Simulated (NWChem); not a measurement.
System: BNH3 cation

```xyz
5

B      0.0000     0.0000    -0.7891
N      0.0000     0.0000     0.5312
H      0.0000     0.0000    -1.9619
H      0.0000     0.8564     1.0947
H      0.0000    -0.8564     1.0947
```
Atoms are numbered in this order, from 1.

Results from NWChem. Geometry: optimised at B3LYP/6-31G* (spherical d). Vertical excitations in the gas phase; the lowest state need not have the same character in each row.

| level | lowest excitation, singlet (eV) | oscillator strength of that lowest state | lowest state with f > 0.02, singlet (eV) | lowest triplet (eV) | orbital gap (eV) |
|---|---|---|---|---|---|
| PBE/def2-SVPD, TDA | 5.51 | 0.000 | 8.87 | 5.14 | 5.53 |
| B3LYP/def2-SVPD, TDA | [?] | 0.000 | [?] | [?] | [?] |
| LDA (Slater exchange, VWN5)/def2-SVPD, TDA | 5.49 | 0.000 | 8.70 | 5.21 | 5.43 |
| LRC-wPBEh/def2-SVPD, TDA | 5.81 | 0.000 | 9.28 | 5.45 | 11.83 |

Question: Some entries are withheld; supply them.

Answer: 
- B3LYP/def2-SVPD, TDA, lowest excitation, singlet (eV): 5.70
- B3LYP/def2-SVPD, TDA, lowest state with f > 0.02, singlet (eV): 9.17
- B3LYP/def2-SVPD, TDA, lowest triplet (eV): 5.40
- B3LYP/def2-SVPD, TDA, orbital gap (eV): 7.53
